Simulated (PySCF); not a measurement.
C3H6FNSi, SMILES F[C@@H]1CN=C1[SiH3].

Geometry optimised at PBE-D3(BJ)/def2-SVP. The structure was generated by enumeration; whether it is a known compound was not checked.

All values below come from PySCF 2.14.0 with TDA-PBE/def2-SVPD.

Vertical excitations. Isolated molecule, no solvent.

Estimate the UV-visible absorptions. (The exact figures need the calculation; the answer reports its results.)


| state | energy (eV) | λ (nm) | f | main pairs |
|---|---|---|---|---|
| S1 | 4.26 | 291 | 0.003 | HOMO→LUMO 99 % |
| S2 | 5.25 | 236 | 0.001 | HOMO−1→LUMO 69 %, HOMO−2→LUMO 29 % |
| S3 | 6.06 | 205 | 0.008 | HOMO→LUMO+1 98 % |
| S4 | 6.18 | 201 | 0.002 | HOMO→LUMO+2 66 %, HOMO−3→LUMO 33 % |
| S5 | 6.21 | 200 | 0.013 | HOMO−3→LUMO 60 %, HOMO→LUMO+2 27 % |
| S6 | 6.31 | 197 | 0.097 | HOMO−2→LUMO 30 %, HOMO−4→LUMO 30 %, HOMO→LUMO+3 12 %, HOMO−1→LUMO 10 % |
| S7 | 6.52 | 190 | 0.062 | HOMO→LUMO+3 86 % |
| S8 | 6.69 | 185 | 0.041 | HOMO→LUMO+4 96 % |
| S9 | 6.86 | 181 | 0.004 | HOMO−5→LUMO 95 % |
| S10 | 6.97 | 178 | 0.003 | HOMO→LUMO+5 84 % |
| T1 | 3.41 | 364 | 0 | HOMO→LUMO 99 % |
| T2 | 4.25 | 291 | 0 | HOMO−1→LUMO 66 %, HOMO−2→LUMO 30 % |
| T3 | 4.98 | 249 | 0 | HOMO−2→LUMO 66 %, HOMO−1→LUMO 32 % |
| T4 | 5.97 | 208 | 0 | HOMO→LUMO+1 85 % |
Triplets are in the Tamm–Dancoff approximation.
